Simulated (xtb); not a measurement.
Sb (SMILES [Sb]), quartet; GFN1-xTB in xtb.

Here is a job for xtb.
```
$ xtb mol.xyz --gfn 1 --uhf 3 --acc 1000 --json

# file mol.xyz
1

Sb     0.00000000     0.00000000     0.00000000
```

It wrote (shortened):

```
   ID    Z sym.   atoms
    1   51 Sb     1

           -------------------------------------------------
          |                Calculation Setup                |
           -------------------------------------------------

           -------------------------------------------------
          |                 G F N 1 - x T B                 |
           -------------------------------------------------

          ...................................................
          :                      SETUP                      :
          :.................................................:
          :  # basis functions                  10          :
          :  # atomic orbitals                   9          :
          :  # shells                            3          :
          :  # electrons                         5          :
          :  # halogen bonds                     0          :
          :  max. iterations                   250          :
          :  Hamiltonian                  GFN1-xTB          :
          :  restarted?                      false          :
          :  GBSA solvation                  false          :
          :  PC potential                    false          :
          :  electronic temp.          300.0000000     K    :
          :  accuracy                 1000.0000000          :
          :  -> integral cutoff          0.2000000E+02      :
          :  -> integral neglect         0.1000000E-04      :
          :  -> SCF convergence          0.1000000E-02 Eh   :
          :  -> wf. convergence          0.2000000E-01 e    :
          :  Broyden damping             0.4000000          :
          :  net charge                          0          :
          :  unpaired electrons                  3          :
          ...................................................

 iter      E             dE          RMSdq      gap      omega  full diag
   1     -2.3486168 -0.234862E+01  0.000E+00    5.35       5.4  T
   2     -2.3486168  0.000000E+00  0.000E+00    5.35       5.4  T
   3     -2.3486168  0.000000E+00  0.000E+00    5.35       5.4  T

   *** convergence criteria satisfied after 3 iterations ***

         :::::::::::::::::::::::::::::::::::::::::::::::::::::
         ::                     SUMMARY                     ::
         :::::::::::::::::::::::::::::::::::::::::::::::::::::
         :: total energy              -2.348616797071 Eh    ::
         :: gradient norm              0.000000000000 Eh/a0 ::
         :: HOMO-LUMO gap              5.350136000000 eV    ::
         ::.................................................::
         :: SCC energy                -2.348616797071 Eh    ::
         :: -> electrostatic           0.000000000000 Eh    ::
         :: repulsion energy           0.000000000000 Eh    ::
         :: dispersion energy          0.000000000000 Eh    ::
         :: halogen bond corr.         0.000000000000 Eh    ::
         :: add. restraining           0.000000000000 Eh    ::
         :: total charge               0.000000000000 e     ::
         :::::::::::::::::::::::::::::::::::::::::::::::::::::

           -------------------------------------------------
          |                Property Printout                |
           -------------------------------------------------

    * Orbital Energies and Occupations

         #    Occupation            Energy/Eh            Energy/eV
      -------------------------------------------------------------
         1        2.0000           -0.7588929             -20.6505
         2        1.0000           -0.2769436              -7.5360
         3        1.0000           -0.2769436              -7.5360
         4        1.0000           -0.2769436              -7.5360 (HOMO)
         5                         -0.0803298              -2.1859 (LUMO)
         6                         -0.0803298              -2.1859
         7                         -0.0803298              -2.1859
         8                         -0.0803298              -2.1859
         9                         -0.0803298              -2.1859
      -------------------------------------------------------------
                  HL-Gap            0.1966139 Eh            5.3501 eV
             Fermi-level           -0.3482775 Eh           -9.4771 eV

  Mulliken/CM5 charges         n(s)   n(p)   n(d)
     1Sb    0.00000  0.00000   2.000  3.000  0.000

Wiberg/Mayer (AO) data.
largest (>0.10) Wiberg bond orders for each atom

 ---------------------------------------------------------------------------
     #   Z sym  total        # sym  WBO       # sym  WBO       # sym  WBO
 ---------------------------------------------------------------------------
     1  51 Sb   0.000
 ---------------------------------------------------------------------------

 dipole moment from electron density (au)
     X       Y       Z
   0.0000   0.0000   0.0000  total (Debye):    0.000

           -------------------------------------------------
          | TOTAL ENERGY               -2.348616797071 Eh   |
          | GRADIENT NORM               0.000000000000 Eh/α |
          | HOMO-LUMO GAP               5.350136000000 eV   |
           -------------------------------------------------

normal termination of xtb
```
